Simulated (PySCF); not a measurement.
C4H3FS. Atoms are numbered in the order given.

```xyz
9

F     -0.2359     2.3320     0.0000
C     -0.0572     1.0087     0.0000
C      1.2426     0.4217     0.0000
C      1.1690    -0.9473     0.0000
S     -0.4676    -1.5108     0.0000
C     -1.0874     0.1056     0.0000
H      2.1658     1.0010     0.0000
H      1.9907    -1.6614     0.0000
H     -2.1548     0.3135     0.0000
```
Charge 0, spin multiplicity 1.

Coordinates come from a B3LYP-D3(BJ)/def2-SVP optimisation.

Computed with B3LYP-D3(BJ)/def2-SVP (PySCF).

Frequencies are harmonic and unscaled.

Computed harmonic wavenumbers and intensities:
| mode | ν (cm⁻¹) | IR (km/mol) | Raman (Å⁴/amu) | depolarisation | moving atoms (share of kinetic energy) |
|---|---|---|---|---|---|
| 1 | 278 | 0.0 | 2.1 | 0.75 | C 57 %, F 28 %, S 11 % |
| 2 | 402 | 1.2 | 0.7 | 0.67 | F 43 %, C 40 %, S 8 %, H 8 % |
| 3 | 467 | 0.2 | 1.4 | 0.75 | C 71 %, H 17 %, S 12 % |
| 4 | 550 | 4.8 | 7.1 | 0.37 | S 42 %, F 37 %, C 18 % |
| 5 | 626 | 12.9 | 0.3 | 0.75 | C 62 %, H 37 % |
| 6 | 666 | 3.8 | 1.3 | 0.75 | H 78 %, C 22 % |
| 7 | 669 | 7.4 | 5.3 | 0.71 | C 53 %, S 26 %, F 13 %, H 8 % |
| 8 | 784 | 84.5 | 0.8 | 0.75 | H 65 %, C 34 % |
| 9 | 836 | 4.7 | 10.3 | 0.14 | C 72 %, H 13 %, S 13 % |
| 10 | 869 | 13.7 | 4.7 | 0.33 | C 59 %, H 23 %, S 16 % |
| 11 | 890 | 0.4 | 0.3 | 0.75 | H 76 %, C 24 % |
| 12 | 976 | 23.3 | 9.6 | 0.19 | C 65 %, H 28 % |
| 13 | 1071 | 7.9 | 7.9 | 0.68 | H 92 % |
| 14 | 1170 | 16.2 | 3.0 | 0.49 | H 60 %, C 32 % |
| 15 | 1249 | 22.1 | 0.2 | 0.58 | H 54 %, C 39 % |
| 16 | 1450 | 75.1 | 4.5 | 0.73 | C 83 %, H 13 % |
| 17 | 1475 | 0.6 | 41.4 | 0.29 | C 93 % |
| 18 | 1619 | 103.3 | 2.0 | 0.28 | C 91 % |
| 19 | 3227 | 0.0 | 102.2 | 0.46 | H 92 %, C 8 % |
| 20 | 3256 | 1.4 | 112.7 | 0.18 | H 91 %, C 9 % |
| 21 | 3268 | 5.6 | 109.3 | 0.29 | H 91 %, C 9 % |
